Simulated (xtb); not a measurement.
F2OS, triplet, at a GFN2-xTB geometry (a higher spin typed on purpose: for a closed-shell molecule this is an excited state), atoms displaced at random by about 0.06 Å a coordinate; xtb with GFN2-xTB.

The xtb input:
```
$ xtb mol.xyz --gfn 2 --chrg 0 --uhf 2 --ohess --json

# file mol.xyz
4

O      1.25337114    -0.76337462     0.10526117
S      0.03962055     0.04106828    -0.01802311
F      0.38389691     1.64591505    -0.31535624
F     -1.41338407    -1.12986442     0.09222791
```

**Question.** What does xtb print? Leave out banner, timings and long lists.

**Answer.** 
```
   ID    Z sym.   atoms
    1    8 O      1
    2   16 S      2
    3    9 F      3, 4

           -------------------------------------------------
          |                Calculation Setup                |
           -------------------------------------------------

           -------------------------------------------------
          |                 G F N 2 - x T B                 |
           -------------------------------------------------

          ...................................................
          :                      SETUP                      :
          :.................................................:
          :  # basis functions                  22          :
          :  # atomic orbitals                  21          :
          :  # shells                            9          :
          :  # electrons                        26          :
          :  max. iterations                   250          :
          :  Hamiltonian                  GFN2-xTB          :
          :  restarted?                      false          :
          :  GBSA solvation                  false          :
          :  PC potential                    false          :
          :  electronic temp.          300.0000000     K    :
          :  accuracy                    1.0000000          :
          :  -> integral cutoff          0.2500000E+02      :
          :  -> integral neglect         0.1000000E-07      :
          :  -> SCF convergence          0.1000000E-05 Eh   :
          :  -> wf. convergence          0.1000000E-03 e    :
          :  Broyden damping             0.4000000          :
          :  net charge                          0          :
          :  unpaired electrons                  2          :
          ...................................................

 iter      E             dE          RMSdq      gap      omega  full diag
   1    -16.6709822 -0.166710E+02  0.815E+00    5.19       0.0  T
   2    -16.6830384 -0.120562E-01  0.436E+00    5.10       1.0  T
   3    -16.6766672  0.637124E-02  0.216E+00    4.99       1.0  T
   4    -16.6872347 -0.105675E-01  0.870E-01    4.95       1.0  T
   5    -16.6873686 -0.133971E-03  0.310E-01    4.91       1.0  T
   6    -16.6874771 -0.108500E-03  0.114E-01    4.89       1.0  T
   7    -16.6874813 -0.416552E-05  0.431E-02    4.89       1.2  T
   8    -16.6874826 -0.128021E-05  0.614E-03    4.88       8.1  T
   9    -16.6874826 -0.526197E-08  0.178E-03    4.88      28.1  T
  10    -16.6874826 -0.203950E-08  0.648E-04    4.88      77.2  T
  11    -16.6874826 -0.261775E-09  0.141E-04    4.88     353.7  T

   *** convergence criteria satisfied after 11 iterations ***

 transition dipole moment (au) for excitation:          13          14
     X       Y       Z
   0.0632   0.0519   0.3929  total (au/Debye):    0.401   1.020
 dE (eV)             :    3.162
 oscillator strength :  0.17646E-01

         :::::::::::::::::::::::::::::::::::::::::::::::::::::
         ::                     SUMMARY                     ::
         :::::::::::::::::::::::::::::::::::::::::::::::::::::
         :: total energy             -16.666481145835 Eh    ::
         :: gradient norm              0.047459472347 Eh/a0 ::
         :: HOMO-LUMO gap              4.884757962842 eV    ::
         ::.................................................::
         :: SCC energy               -16.687482495977 Eh    ::
         :: -> isotropic ES            0.036010623682 Eh    ::
         :: -> anisotropic ES          0.005112567208 Eh    ::
         :: -> anisotropic XC         -0.002811001973 Eh    ::
         :: -> dispersion             -0.001660462115 Eh    ::
         :: repulsion energy           0.021001350142 Eh    ::
         :: add. restraining           0.000000000000 Eh    ::
         :: total charge               0.000000000000 e     ::
         :::::::::::::::::::::::::::::::::::::::::::::::::::::

      -----------------------------------------------------------
     |                   =====================                   |
     |                        A N C O P T                        |
     |                   =====================                   |
     |               Approximate Normal Coordinate               |
     |                Rational Function Optimizer                |
      -----------------------------------------------------------
      -----------------------------------------------------------
     |                   =====================                   |
     |                        A N C O P T                        |
     |                   =====================                   |
     |               Approximate Normal Coordinate               |
     |                Rational Function Optimizer                |
      -----------------------------------------------------------

          ...................................................
          :                      SETUP                      :
          :.................................................:
          :   optimization level            normal          :
          :   max. optcycles                   200          :
          :   ANC micro-cycles                  20          :
          :   degrees of freedom                 6          :
          :.................................................:
          :   RF solver                   davidson          :
          :   write xtbopt.log                true          :
          :   linear?                        false          :
          :   energy convergence         0.5000000E-05 Eh   :
          :   grad. convergence          0.1000000E-02 Eh/α :
          :   maxmium RF displ.          1.0000000          :
          :   Hlow (freq-cutoff)         0.1000000E-01      :
          :   Hmax (freq-cutoff)         5.0000000          :
          :   S6 in model hess.         20.0000000          :
          ...................................................

[...]
 * total energy  :   -16.6664811 Eh     change       -0.4956036E-11 Eh
 * total energy  :   -16.6591252 Eh     change        0.7355959E-02 Eh
 * total energy  :   -16.6682397 Eh     change       -0.9114510E-02 Eh
 * total energy  :   -16.6691856 Eh     change       -0.9458630E-03 Eh
 * total energy  :   -16.6695779 Eh     change       -0.3923868E-03 Eh
 * total energy  :   -16.6698466 Eh     change       -0.2686713E-03 Eh
 * total energy  :   -16.6699671 Eh     change       -0.1204429E-03 Eh
 * total energy  :   -16.6700478 Eh     change       -0.8077180E-04 Eh
 * total energy  :   -16.6700751 Eh     change       -0.2727083E-04 Eh
 * total energy  :   -16.6700836 Eh     change       -0.8537182E-05 Eh
 * total energy  :   -16.6700852 Eh     change       -0.1513761E-05 Eh
   *** GEOMETRY OPTIMIZATION CONVERGED AFTER 11 ITERATIONS ***
         :: total energy             -16.670085154256 Eh    ::
[...]
     2  16 S        2.398     0.930   108.673    17.545
     3   9 F        0.770    -0.272    12.011     4.094
     4   9 F        0.769    -0.273    12.014     4.094

 Mol. C6AA /au·bohr⁶  :        471.914972
 Mol. C8AA /au·bohr⁸  :      14656.257415
 Mol. α(0) /au        :         31.934213

Wiberg/Mayer (AO) data.
largest (>0.10) Wiberg bond orders for each atom

 ---------------------------------------------------------------------------
     #   Z sym  total        # sym  WBO       # sym  WBO       # sym  WBO
 ---------------------------------------------------------------------------
     1   8 O    2.127 --     2 S    1.866     4 F    0.131     3 F    0.130
     2  16 S    3.301 --     1 O    1.866     3 F    0.718     4 F    0.716
     3   9 F    1.002 --     2 S    0.718     4 F    0.154     1 O    0.130
     4   9 F    1.001 --     2 S    0.716     3 F    0.154     1 O    0.131
 ---------------------------------------------------------------------------

Topologies differ in total number of bonds
Writing topology from bond orders to xtbtopo.mol

molecular dipole:
                 x           y           z       tot (Debye)
 q only:       -0.382       0.235      -0.048
   full:       -0.333       0.205      -0.042       1.000
molecular quadrupole (traceless):
                xx          xy          yy          xz          yz          zz
 q only:       -1.597      -1.444      -2.824       0.120       1.152       4.421
  q+dip:       -1.937      -1.803      -3.471       0.137       1.422       5.408
   full:       -1.937      -1.476      -3.161       0.092       1.326       5.098

           -------------------------------------------------
          |               Frequency Printout                |
           -------------------------------------------------
 projected vibrational frequencies (cm⁻¹)
eigval :       -0.00    -0.00    -0.00     0.00     0.00     0.00
eigval :      177.58   250.16   309.89   412.31   423.06  1159.07
 reduced masses (amu)
   1: 20.09   2: 23.28   3: 20.87   4: 18.54   5: 20.27   6: 21.12   7: 21.68   8: 17.68
   9: 26.88  10: 19.73  11: 26.67  12: 21.37
 IR intensities (km·mol⁻¹)
   1:  0.14   2:  0.02   3:  0.21   4:  0.51   5:  0.18   6:  0.14   7: 17.49   8:  1.36
   9: 72.48  10: 17.13  11:133.16  12:198.59
 Raman intensities (Ä⁴*amu⁻¹)
   1:  0.00   2:  0.00   3:  0.00   4:  0.00   5:  0.00   6:  0.00   7:  0.00   8:  0.00
   9:  0.00  10:  0.00  11:  0.00  12:  0.00
 output can be read by thermo (or use thermo option).
 writing <g98.out> molden fake output.
 recommended (thermochemical) frequency scaling factor: 1.0
           -------------------------------------------------
          |             Thermodynamic Functions             |
           -------------------------------------------------

c2v symmetry found (for desy threshold:  0.10E+00) used in thermo

          ...................................................
          :                      SETUP                      :
          :.................................................:
          :  # frequencies                           6      :
          :  # imaginary freq.                       0      :
          :  linear?                             false      :
          :  only rotor calc.                    false      :
          :  symmetry                              c2v      :
          :  rotational number                       2      :
          :  scaling factor                  1.0000000      :
          :  rotor cutoff                   50.0000000 cm⁻¹ :
          :  imag. cutoff                  -20.0000000 cm⁻¹ :
          :.................................................:

    mode    ω/cm⁻¹     T·S(HO)/kcal·mol⁻¹    T·S(FR)/kcal·mol⁻¹   T·S(vib)
   ------------------------------------------------------------------------
       1    177.58    -0.70174 ( 99.38%)    -0.68082 (  0.62%)    -0.70161
       2    250.16    -0.51564 ( 99.84%)    -0.57939 (  0.16%)    -0.51574
   ------------------------------------------------------------------------

   temp. (K)  partition function   enthalpy   heat capacity  entropy
                                   cal/mol     cal/K/mol   cal/K/mol   J/K/mol
 298.15  VIB   4.27                 1315.162      8.377      7.296
         ROT  0.341E+05              888.752      2.981     23.725
         INT  0.146E+06             2203.914     11.358     31.020
         TR   0.772E+27             1481.254      4.968     39.253
         TOT                        3685.1683    16.3260    70.2732   294.0230

       T/K    H(0)-H(T)+PV         H(T)/Eh          T*S/Eh         G(T)/Eh
   ------------------------------------------------------------------------
    298.15    0.587269E-02    0.120968E-01    0.333891E-01   -0.212922E-01
   ------------------------------------------------------------------------

         :::::::::::::::::::::::::::::::::::::::::::::::::::::
         ::                  THERMODYNAMIC                  ::
         :::::::::::::::::::::::::::::::::::::::::::::::::::::
         :: total free energy         -16.691377398519 Eh   ::
         ::.................................................::
         :: total energy              -16.670085154256 Eh   ::
         :: zero point energy           0.006224118376 Eh   ::
         :: G(RRHO) w/o ZPVE           -0.027516362639 Eh   ::
         :: G(RRHO) contrib.           -0.021292244263 Eh   ::
         :::::::::::::::::::::::::::::::::::::::::::::::::::::

optimized geometry written to: xtbopt.xyz

           -------------------------------------------------
          | TOTAL ENERGY              -16.670085154256 Eh   |
          | TOTAL ENTHALPY            -16.657988346411 Eh   |
          | TOTAL FREE ENERGY         -16.691377398519 Eh   |
          | GRADIENT NORM               0.000495572595 Eh/α |
          | HOMO-LUMO GAP               5.004399348042 eV   |
           -------------------------------------------------

normal termination of xtb
```
